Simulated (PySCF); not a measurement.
bromo-dichloro-fluoromethane (CBrCl₂F), SMILES C(F)(Cl)(Cl)Br. Atoms are numbered in the order given.

```xyz
5

F     -0.6116    -1.6097     0.0000
C     -0.4685    -0.2919     0.0000
Cl    -1.2302     0.3639     1.4487
Cl    -1.2302     0.3639    -1.4487
Br     1.4326     0.1105     0.0000
```
Charge 0, spin multiplicity 1.

Geometry: PBE0-D3(BJ)/def2-SVP.

Method: KT2/pcSseg-1 (PySCF).

GIAO shieldings, no solvent; atoms alike by connectivity are averaged. δ = σ(ref) − σ: ¹⁹F against CFCl3 (σ = 127.1 ppm); ¹³C against TMS (σ = 185.1 ppm); ³⁵Cl against HCl (σ = 945.4 ppm), references at their B3LYP-D3(BJ)/def2-TZVP geometries, non-relativistic (without spin–orbit terms, shifts of atoms bonded to Cl or Br come out too high).

```tsv
atoms	nucleus	count	δ (ppm)
F1	¹⁹F	1	___
C2	¹³C	1	147.9
Cl3, Cl4	³⁵Cl	2	614.6
```

**Question.** What belongs in the gaps? (An estimate is asked for; the answer gives what the named calculation found.)

**Answer.** 
- F1, δ (ppm): -2.6
